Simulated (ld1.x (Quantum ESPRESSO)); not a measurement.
# arsenic (As): ultrasoft pseudisation with PBE, scalar-relativistic reference atom.

ld1.x (Quantum ESPRESSO) 7.5 input, shortened:

```
&input
   title='As', zed=33., rel=1, dft='PBE', iswitch=3,
   config='[Ar] 3d10 4s2 4p2 4d-2'
 /
 &inputp
   pseudotype=3, tm=.true., lloc=-2, rcloc=1.75,
   nlcc=.true., new_core_ps=.true., rcore=1.10,
   which_augfun='PSQ', rmatch_augfun_nc=.true.
 /
6
4S  1  0   2.00   0.00  1.70  1.85  0.0
4S  1  0   0.00  -0.05  1.70  1.85  0.0
4P  2  1   2.00   0.00  1.40  1.60  0.0
4P  2  1   0.00   0.85  1.40  1.60  0.0
4D  3  2  -2.00   0.10  1.50  1.75  0.0
4D  3  2  -2.00   0.45  1.50  1.75  0.0
 &test
   configts(1)='4s2 4p2'
 /
```

All-electron outer shells of the reference configuration (PBE, scalar-relativistic, ld1.x):

```
shell  level (eV)  outermost node (bohr)  outermost maximum (bohr)
   4s      -23.36                   0.73                      1.59
   4p      -13.34                   0.78                      1.90
```

Estimate the cutoffs (Ry, on a coarse ladder) from which the occupation-weighted sum of valence levels, in a spherical-Bessel basis at the reference potential, stays within 10 and 1 mRy of its value at 400 Ry.

8 Ry and 21 Ry.

Does the potential have ghost states?

Ghost state, extra bound levels that the all-electron valence spectrum of the same l lacks: d at -27.2 eV. A true bound ghost makes a file unfit for plane-wave use.

Is the overlap operator S = 1 + Σ q|β⟩⟨β| positive definite (Bessel basis up to 400 Ry)?

Yes: its lowest eigenvalue is 0.41 (s channel).

Its largest configuration-test error is -21 meV (4s2 4p1). Test run stopped at test 3 of 7 (negative rho).
